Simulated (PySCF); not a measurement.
**A small calculation by hand: chemical shift, span and skew from a shielding tensor**

Si(GeH3)(H)2(OMe) (CH8GeOSi), SMILES CO[SiH2][GeH3]. Atoms are numbered in the order given.

```xyz
12

Si    -0.4443    -1.1172     0.2905
Ge     1.2604     0.5406     0.0562
O     -1.8147    -0.7094    -0.5676
C     -2.5726     0.4435    -0.3332
H      0.0189    -2.4190    -0.2643
H     -0.7610    -1.2800     1.7480
H      0.8092     1.9010     0.6250
H      2.5276     0.1084     0.8203
H      1.6340     0.7462    -1.4241
H     -2.9712     0.4778     0.6980
H     -3.4265     0.4516    -1.0272
H     -1.9895     1.3685    -0.5021
```

The structure is a stationary point at PBE0-D3(BJ)/def2-SVP. This is a generated structure with no PubChem entry under its InChIKey; it may be hypothetical. One conformer was computed; it need not be the lowest.

GIAO shieldings from B3LYP/pcSseg-1 (PySCF), non-relativistic, no solvent. The symmetric part of the tensor of Si1 has the principal values 274.4, 329.0, 452.1 ppm. The same nucleus in TMS has σ = 338.7 ppm at this level (PySCF, at its B3LYP-D3(BJ)/def2-TZVP geometry).

Question: Work out the isotropic shielding, the ²⁹Si shift against TMS, the span and the skew.

Answer: 
σ(iso) = (σ11 + σ22 + σ33)/3 = 351.8 ppm. δ = σ(ref) − σ(iso) = 338.7 − (351.8) = -13.1 ppm.
Span Ω = σ33 − σ11 = 177.7 ppm. Skew κ = 3(σ(iso) − σ22)/Ω = 0.39. Tumbling in solution averages the tensor to δ; in a static solid the shielding alone would spread this spin-1/2 line over Ω.
